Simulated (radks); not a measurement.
Values are calculated unless marked as measured or tabulated.
The tungsten ion W4+, configuration [Xe] 4f14 5d2.

Code: a radial shooting solver on a logarithmic mesh with Libxc functionals. Model: scalar-relativistic Kohn-Sham, SCAN, spin-polarised, spherical densities, finite nucleus; open shells are filled with parallel spins first (spin-orbit coupling, left out, can overturn this in heavy ions); meta-GGA in the generalised Kohn-Sham scheme; Fermi nuclear charge, rms radius 5.3658 fm.

Energy parts (eV):
| part | energy |
|---|---|
| total | -439171.14 |
| kinetic | 483773.41 |
| electron-nucleus | -1082688.47 |
| Hartree | 168526.93 |
| exchange-correlation | -8783.02 |

Orbitals (lengths in bohr, moments of r in powers of bohr; r(90%) holds 90 % of the orbital's charge):
[
 {"orbital": "1s up", "occ.": "1", "eigenvalue (eV)": "-69604.13", "<r>": "0.01835", "r(90%)": "0.0334", "<r^4>": "5.825e-07"},
 {"orbital": "1s down", "occ.": "1", "eigenvalue (eV)": "-69604.13", "<r>": "0.01835", "r(90%)": "0.0334", "<r^4>": "5.825e-07"},
 {"orbital": "2s up", "occ.": "1", "eigenvalue (eV)": "-12076.24", "<r>": "0.07753", "r(90%)": "0.120", "<r^4>": "0.00008748"},
 {"orbital": "2s down", "occ.": "1", "eigenvalue (eV)": "-12076.15", "<r>": "0.07753", "r(90%)": "0.120", "<r^4>": "0.00008749"},
 {"orbital": "2p up", "occ.": "3", "eigenvalue (eV)": "-10563.80", "<r>": "0.06943", "r(90%)": "0.113", "<r^4>": "0.00006879"},
 {"orbital": "2p down", "occ.": "3", "eigenvalue (eV)": "-10563.71", "<r>": "0.06943", "r(90%)": "0.113", "<r^4>": "0.00006879"},
 {"orbital": "3s up", "occ.": "1", "eigenvalue (eV)": "-2826.373", "<r>": "0.2008", "r(90%)": "0.294", "<r^4>": "0.003207"},
 {"orbital": "3s down", "occ.": "1", "eigenvalue (eV)": "-2826.358", "<r>": "0.2008", "r(90%)": "0.294", "<r^4>": "0.003207"},
 {"orbital": "3p up", "occ.": "3", "eigenvalue (eV)": "-2375.637", "<r>": "0.2012", "r(90%)": "0.301", "<r^4>": "0.003459"},
 {"orbital": "3p down", "occ.": "3", "eigenvalue (eV)": "-2375.613", "<r>": "0.2012", "r(90%)": "0.301", "<r^4>": "0.003459"},
 {"orbital": "3d up", "occ.": "5", "eigenvalue (eV)": "-1856.343", "<r>": "0.1825", "r(90%)": "0.283", "<r^4>": "0.002686"},
 {"orbital": "3d down", "occ.": "5", "eigenvalue (eV)": "-1856.275", "<r>": "0.1825", "r(90%)": "0.283", "<r^4>": "0.002686"},
 {"orbital": "4s up", "occ.": "1", "eigenvalue (eV)": "-623.2192", "<r>": "0.4494", "r(90%)": "0.644", "<r^4>": "0.07526"},
 {"orbital": "4s down", "occ.": "1", "eigenvalue (eV)": "-623.0741", "<r>": "0.4494", "r(90%)": "0.644", "<r^4>": "0.07521"},
 {"orbital": "4p up", "occ.": "3", "eigenvalue (eV)": "-474.6897", "<r>": "0.4776", "r(90%)": "0.694", "<r^4>": "0.1003"},
 {"orbital": "4p down", "occ.": "3", "eigenvalue (eV)": "-474.5448", "<r>": "0.4775", "r(90%)": "0.693", "<r^4>": "0.1002"},
 {"orbital": "4d up", "occ.": "5", "eigenvalue (eV)": "-285.7847", "<r>": "0.5114", "r(90%)": "0.767", "<r^4>": "0.1482"},
 {"orbital": "4d down", "occ.": "5", "eigenvalue (eV)": "-285.5972", "<r>": "0.5111", "r(90%)": "0.766", "<r^4>": "0.1477"},
 {"orbital": "5s up", "occ.": "1", "eigenvalue (eV)": "-124.1405", "<r>": "1.062", "r(90%)": "1.52", "<r^4>": "2.332"},
 {"orbital": "5s down", "occ.": "1", "eigenvalue (eV)": "-122.9317", "<r>": "1.058", "r(90%)": "1.52", "<r^4>": "2.292"},
 {"orbital": "5p up", "occ.": "3", "eigenvalue (eV)": "-87.2355", "<r>": "1.225", "r(90%)": "1.78", "<r^4>": "4.284"},
 {"orbital": "5p down", "occ.": "3", "eigenvalue (eV)": "-85.6840", "<r>": "1.216", "r(90%)": "1.76", "<r^4>": "4.143"},
 {"orbital": "4f up", "occ.": "7", "eigenvalue (eV)": "-77.3359", "<r>": "0.6058", "r(90%)": "1.00", "<r^4>": "0.4890"},
 {"orbital": "4f down", "occ.": "7", "eigenvalue (eV)": "-76.9762", "<r>": "0.6022", "r(90%)": "0.995", "<r^4>": "0.4677"},
 {"orbital": "5d up", "occ.": "2", "eigenvalue (eV)": "-44.2942", "<r>": "1.653", "r(90%)": "2.47", "<r^4>": "15.56"}
]

The highest occupied level is 5d up at -44.294 eV. For comparison, the ionisation energy in NIST's Atomic Spectra Database is 51.6 eV (semi-empirical). In exact Kohn-Sham theory the highest level is minus the ionisation energy, but local and semilocal functionals leave it too shallow, through self-interaction and a potential that decays too fast; potentials with the right tail come closer. The density falls to 0.001 e/bohr^3 at r = 3.13 bohr. Spin moment in Bohr magnetons: 2. The spin density at the nucleus is -6.265 e/bohr^3 (1s -0.151, 2s -0.276, 3s 0.238, 4s 1.070, 5s -7.147).

Empty levels of this run are not shown, since the potential may be unsettled where no density lies.
